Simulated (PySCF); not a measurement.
C7H5NSi.
SMILES: `C#CC#C/C([SiH3])=C/C#N`

Theory: TDDFT CAM-B3LYP/def2-SVPD, vertical, gas phase, core orbitals frozen in the response (PySCF). Isolated species at its GFN2-xTB geometry, gas phase.

**Question.** What does the calculation give for the low-lying excited states?

**Answer.** 

```csv
state,E (eV),λ (nm),f,|μ| (D),symmetry,"main configurations (H = HOMO, L = LUMO)"
S1,3.62,342.4,0.0001,0.10,–,H-1→L (93%)
S2,4.09,303.0,0.336,4.65,A′,"H→L (79%), H-1→L+1 (16%)"
S3,4.70,264.0,0.0000,0.01,–,H→L+1 (89%)
S4,5.57,222.4,0.591,5.29,A′,"H-1→L+1 (33%), H-2→L (32%), H→L+3 (15%)"
S5,5.79,214.2,0.0002,0.10,–,"H-3→L (71%), H-1→L+3 (18%)"
S6,6.15,201.7,0.0002,0.09,–,"H-4→L (27%), H-1→L+3 (25%), H-5→L (24%)"
S7,6.38,194.4,0.146,2.46,A′,"H-2→L (56%), H→L+3 (25%), H-1→L+1 (10%)"
S8,6.46,192.0,0.0000,0.02,–,"H→L+2 (55%), H→L+4 (12%), H→L+5 (10%)"
```

Triplets, Tamm–Dancoff:

```csv
state,E (eV),λ (nm),"main configurations (H = HOMO, L = LUMO)"
T1,2.44,509.0,H→L (91%)
T2,3.40,364.6,H-1→L (88%)
T3,3.96,312.8,"H-1→L+1 (74%), H-2→L (10%)"
```

The lowest singlet comes at 342 nm (349 kJ/mol) in the ultraviolet; it is dark (f under 0.0005); its leading configuration is HOMO-1→LUMO (93%). The most intense listed level is S4 at 5.57 eV (222 nm, f = 0.591), 1.95 eV above S1. Löwdin shares by element: HOMO carbon 62% or more (atoms not listed hold the other 38%); LUMO carbon 50% or more, nitrogen 10% (atoms not listed hold the other 40%). Weighted by f, the mean energy of these states is 5.22 eV. The oscillator strengths of these states sum to 1.074; summed over the whole spectrum of an exact calculation they would give the number of electrons, 68 (Thomas–Reiche–Kuhn). Of the 8 states listed, 3 reach f = 0.01 and 5 stay under 0.0005. No computed singlet lies in the visible range (380 to 750 nm); the lowest, at 342 nm, stands 0.36 eV above its violet end (3.26 eV); a Tamm–Dancoff triplet lies at 509 nm, without intensity as long as spin–orbit coupling is left out. Symmetry labels in Cs follow from the direction of the transition dipole and are given only for states with f of 0.002 or more. Singlets were solved by full linear response, triplets in the Tamm–Dancoff approximation.
